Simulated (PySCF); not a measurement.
## Core binding energy against partial charge

Species: C₇H₁₁NSe.
Cartesian coordinates in Å at the PBE0-D3(BJ)/def2-SVP level; atoms count from 1:
```xyz
20
C7H11NSe angstrom
C      2.3629   -0.4160   -0.5012
C      1.0334    0.2896   -0.2567
C      1.1271    1.1499    0.9987
Se    -0.4476    2.2419    1.3442
C     -1.6705    0.7266    1.2846
C     -1.5235   -0.0822    0.0105
C     -0.1329   -0.7205   -0.1527
C     -0.1530   -1.6094   -1.3146
N     -0.1871   -2.2984   -2.2441
H      2.3358   -1.0213   -1.4191
H      2.6166   -1.0848    0.3375
H      3.1768    0.3170   -0.6032
H      0.8163    0.9530   -1.1120
H      1.9644    1.8574    0.9093
H      1.3235    0.5223    1.8840
H     -2.6825    1.1487    1.3622
H     -1.5020    0.1023    2.1767
H     -1.7283    0.5558   -0.8642
H     -2.2779   -0.8865    0.0032
H      0.0603   -1.3637    0.7274
```

Binding energies: PySCF 2.14.0, delta-SCF UKS SCAN, pcX-2 on the ionised atom, pcseg-1 elsewhere, spin-free X2C. Charges: PBE0/pcSseg-1 ground-state density, for the ionised atom.

```tsv
atom	environment	C 1s (eV)	Mulliken (e)	IAO (e)	Hirshfeld (e)	ESP (e)
C1	methyl carbon	290.83	-0.206	-0.415	-0.114	-0.616
C3	sp3 carbon bound to selenium	291.12	-0.232	-0.372	-0.086	-0.602
C2	sp3 CH carbon	291.19	-0.284	-0.092	-0.021	+0.404
C6	ring CH2 carbon	291.20	-0.128	-0.246	-0.066	-0.013
C5	sp3 carbon bound to selenium	291.21	-0.275	-0.371	-0.085	-0.494
C8	nitrile carbon	292.03	+0.139	+0.133	+0.090	+0.196
C7	sp3 carbon next to a nitrile	292.04	-0.280	-0.141	-0.002	+0.043
```

**Question.** Give the correlation coefficient and slope of binding energy on charge for each scheme.

**Answer.** Hirshfeld: r = 0.87, slope 5.9 eV per e; IAO: r = 0.78, slope 1.9 eV per e; ESP: r = 0.56, slope 0.6 eV per e; Mulliken: r = 0.45, slope 1.4 eV per e. Hirshfeld charges have the highest r, on only 7 points.

**Question.** The point-charge model writes a binding energy as kq + V + constant, with V the potential of the other atoms' charges at the site. What does it give with the ESP charges?

**Answer.** V = Σ 14.40 eV Å × q/r over all other atoms: +8.73 eV at C1, +7.93 eV at C3, -5.39 eV at C2, +0.32 eV at C6, +6.06 eV at C5, -3.54 eV at C8, +1.60 eV at C7. Fitting binding energy − V to q gives k = 13.9 eV per e and leaves an rms residual of 0.90 eV, against 0.36 eV for the fit on q alone. The model has no term for differences in relaxation between sites.

Spin contamination (⟨S²⟩ against 0.75 for a pure doublet) is marked for C 1s of C8 (0.88), which makes this value less certain. Geometry: PBE0-D3(BJ)/def2-SVP, one conformer, isolated molecule.
